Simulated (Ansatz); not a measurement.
Reaction (ligand exchange at a Ge–O bond): `CC(=S)[O][GeH3]` + `OB(O)O` → `OB(O)[O][GeH3]` + `CC(O)=S`

Calculated with Ansatz (gas phase, PBE0-D4/def2-TZVP geometries, no zero-point term in ΔE). CCSD(T)/CBS is the MP2 limit (def2-TZVPP, def2-QZVPP) plus CCSD(T) − MP2 in def2-TZVPP, frozen cores. This one scheme is used for every species. DFT in def2-TZVPP. For Ge outer-core shells are correlated without core-valence functions, which leaves a few kJ/mol of doubt a bond. Scalar relativity is left out up to krypton. Each species was taken in one conformer, which may not be the lowest.

```json
{"level": "PBE-D4", "ΔE (kcal/mol)": "-7.1"}
{"level": "PBE0-D4", "ΔE (kcal/mol)": "-7.6"}
{"level": "B2PLYP", "ΔE (kcal/mol)": "-8.0"}
{"level": "PBE", "ΔE (kcal/mol)": "-7.7"}
{"level": "r2SCAN", "ΔE (kcal/mol)": "-8.1"}
{"level": "SCS-MP2/def2-TZVPP", "ΔE (kcal/mol)": "-7.8"}
{"level": "CCSD/def2-TZVPP", "ΔE (kcal/mol)": "-8.1"}
{"level": "MP2/def2-QZVPP", "ΔE (kcal/mol)": "-7.1"}
```

(1) What does CCSD(T)/CBS give? (An estimate is asked.)

Largest T1 diagnostic among the species: 0.017.

Answers

(1) Ansatz gave: -7.3 kcal/mol. The listed levels differ from it by 0.2, -0.3, -0.7, -0.4, -0.8, -0.5, -0.8, 0.2 kcal/mol.

The D4 term adds +0.9 kcal/mol with B3LYP and +0.5 kcal/mol with PBE0; it sums over pairs of atoms, weighted by their polarisabilities, and B3LYP, whose exchange is more repulsive, gets the larger term. In def2-TZVPP, CCSD(T) changes the Hartree–Fock value by +1.8 kcal/mol (the triples alone add +0.3 kcal/mol) and MP2 by +2.2 kcal/mol.

B3LYP here is the variant with VWN-RPA as its local correlation; programs differ in this.
